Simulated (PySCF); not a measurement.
## Gas-phase XPS of Ga(OH)3, computed

Compound: Ga(OH)3.
Z-matrix (Å and degrees, PBE0-D3(BJ)/def2-SVP geometry), rows numbered from 1:
```
Ga
O   1  1.7740
H   2  0.9630  1  112.81
O   1  1.7738  2  120.28  3  -179.58
H   4  0.9629  1  113.11  2     0.43
O   1  1.7736  2  119.78  3     0.41
H   6  0.9630  1  113.08  2   179.23
```

Method used: PySCF, delta-SCF UKS SCAN, pcX-2 on the ionised atom, pcseg-1 elsewhere, spin-free X2C. Binding energies are ΔSCF values: E(core-ionised, relaxed orbitals) − E(ground state) at a fixed geometry, referred to the vacuum level.

Q: What binding energy does each computed site have?

A: 
```json
{"atom(s)": "O2/O4/O6", "bonded to": "H and Ga", "level": "O 1s", "binding energy (eV)": "538.35", "count": "3"}
```

Q: Which photon energy gives electrons from O 1s of O2 (atom 2)/O4/O6 a kinetic energy of 20 eV, and what is their de Broglie wavelength?

A: hν = 538.35 + 20 = 558.35 eV, recoil neglected; λ = 12.264 Å/√(E/eV) = 2.74 Å.

The first atom of each set that the bonding makes equivalent was ionised and stands for the set. No level of gallium is listed. The structure is a single PBE0-D3(BJ)/def2-SVP conformer in the gas phase; no vibrational or solvent corrections.

The run took 4.7 s on Arm Neoverse N1, one thread, no GPU (shared host).
